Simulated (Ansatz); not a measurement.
## Which isomer of BFH4NSi gives these data?

These gas-phase data were calculated for one isomer of BFH4NSi at PBE-D3(BJ)/def2-SVP (harmonic, unscaled wavenumbers; equilibrium rotational constants with average atomic masses):

- rotational constants: 37.31, 2.378, 2.255 GHz
- all wavenumbers above 1500 cm⁻¹: 3475, 2578, 2161, 2107

Candidates:

(1) `FBN[SiH2]`, a doublet
(2) `BN[SiH]F`, a doublet

Question: Which candidate do the data belong to?

Answer: Candidate (1). 1 mode lies between 2350 and 2900 cm⁻¹, one for each B–H bond, while (2) has 2.

The same quantities for all candidates:

|  | rotational constants (GHz) | wavenumbers above 1500 cm⁻¹ | E above the lowest, PBE-D3(BJ)/def2-SVP (kcal/mol) |
| --- | --- | --- | --- |
| (1) | 37.31, 2.378, 2.255 | 3475, 2578, 2161, 2107 | 0.0 |
| (2) | 19.08, 3.274, 2.997 | 3485, 2598, 2505, 2114 | 9.1 |

Harmonic stretches to hydrogen usually lie a few per cent above observed fundamentals. Each candidate is one conformer. Open shells are spin-unrestricted. Programs: Ansatz 0.2.0.
